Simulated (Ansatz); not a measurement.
Geometry optimisation, Ansatz 0.2.0, RHF/def2-SVP.

Input:

```yaml
crystal:
  periodic: [false, false, false]
  atoms:
    - { symbol: Al, position_ang: [0.0, 0.0, 0.0] }
    - { symbol: O, position_ang: [0.0, 0.0, 2.13] }
    - { symbol: H, position_ang: [-0.9095, -0.2814, 2.4671] }
    - { symbol: O, position_ang: [1.5415, 0.0, -0.89] }
    - { symbol: H, position_ang: [1.8414, -0.9519, -1.0449] }
    - { symbol: O, position_ang: [-1.5415, 0.0, -0.89] }
    - { symbol: H, position_ang: [-2.0512, -0.8467, -0.6815] }
    - { symbol: F, position_ang: [0.0892, 1.8864, 0.6275] }
    - { symbol: H, position_ang: [0.0593, 1.2535, 1.7062] }
basis:
  gaussian: { orbitals: def2-SVP }
hamiltonian:
  xc: hf
relax:
  f_tol: 0.15
  max_steps: 25
  restrain:
    - { distance: [0, 7], at: 2.89, k: 30.0 }
    - { distance: [8, 1], at: 2.21, k: 30.0 }
    - { distance: [0, 1], at: 1.78, k: 30.0 }
    - { distance: [8, 7], at: 0.92, k: 30.0 }
```

Run as:

```bash
$ ansatz run input.yaml --threads 1 --pin off --max-ram 2048MiB --backend cpu --events-out ev --progress --plain --runs-dir out
```

Problem. Where does it end, and by what steps?

Solution. The run converged. The restraints hold the end off the free minimum; the threshold counts their pulls, which the force column leaves out. Restrained pairs: Al1–F8 (1.99 → 2.88 Å), O2–H9 (1.32 → 2.20 Å), Al1–O2 (2.13 → 1.74 Å), F8–H9 (1.25 → 0.91 Å). After 9 steps the energy has fallen by 1.895 eV (the restraints' own energy left out); H9 moved furthest, 0.71 Å.

```json
{"step": "0", "energy less start (eV)": "0.0000", "largest force component (eV/Å)": "4.149", "accepted": "yes"}
{"step": "1", "energy less start (eV)": "-0.3103", "largest force component (eV/Å)": "3.462", "accepted": "yes"}
{"step": "2", "energy less start (eV)": "-0.8119", "largest force component (eV/Å)": "2.579", "accepted": "yes"}
{"step": "3", "energy less start (eV)": "-1.2174", "largest force component (eV/Å)": "2.156", "accepted": "yes"}
{"step": "4", "energy less start (eV)": "-1.4958", "largest force component (eV/Å)": "1.182", "accepted": "yes"}
{"step": "5", "energy less start (eV)": "-1.6800", "largest force component (eV/Å)": "1.386", "accepted": "yes"}
{"step": "6", "energy less start (eV)": "-1.7349", "largest force component (eV/Å)": "1.128", "accepted": "yes"}
{"step": "7", "energy less start (eV)": "-1.8180", "largest force component (eV/Å)": "1.058", "accepted": "yes"}
{"step": "8", "energy less start (eV)": "-1.8835", "largest force component (eV/Å)": "1.128", "accepted": "yes"}
{"step": "9", "energy less start (eV)": "-1.8953", "largest force component (eV/Å)": "1.077", "accepted": "yes"}
```

```xyz
9
Properties=species:S:1:pos:R:3
Al -0.007 -0.393 0.131
O -0.120 -0.228 1.864
H -0.870 -0.461 2.383
O 1.542 -0.491 -0.502
H 1.821 -0.579 -1.395
O -1.352 -0.608 -0.849
H -2.281 -0.513 -0.755
F 0.095 2.390 0.880
H 0.203 1.943 1.669
```

Time of the run: 22 s on 1 thread of Arm Neoverse V1, with other jobs on the host, peak memory 0.17 GiB.
